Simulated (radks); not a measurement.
Initial-state core-level shifts of the copper ion Cu+ when its valence configuration changes from [Ar] 3d10. Calculated with a radial shooting solver on a logarithmic mesh with Libxc functionals: non-relativistic Kohn-Sham, LDA (Slater exchange, Perdew-Wang correlation), spin-polarised, spherical densities, point nucleus; open shells are filled with parallel spins first. Shifts are changes of the shell-averaged eigenvalues in eV (positive: less bound); the change of the density at the nucleus, which sets a Mossbauer isomer shift, is in e/bohr^3, on a base of 1.656e+04.

valence,1s,2s,3s,3p,density at nucleus
3d9 4s1,-6.144,-6.786,-6.119,-5.994,+8.901
3d8 4p2,-16.660,-18.027,-16.304,-16.012,+3.111
3d7 4p3,-26.542,-28.961,-25.422,-24.942,+5.780
3d8 4s2,-13.808,-15.274,-13.438,-13.159,+20.628
3d7 4s2 4p1,-24.105,-26.560,-22.965,-22.503,+26.524
3d9.5 4s0.5,-2.914,-3.212,-2.932,-2.874,+4.094
3d8 4s1 4p1,-15.153,-16.578,-14.795,-14.508,+12.340
3d6 4p4,-37.888,-41.523,-35.459,-34.788,+9.172
3d9 4p1,-7.786,-8.341,-7.770,-7.643,+1.184
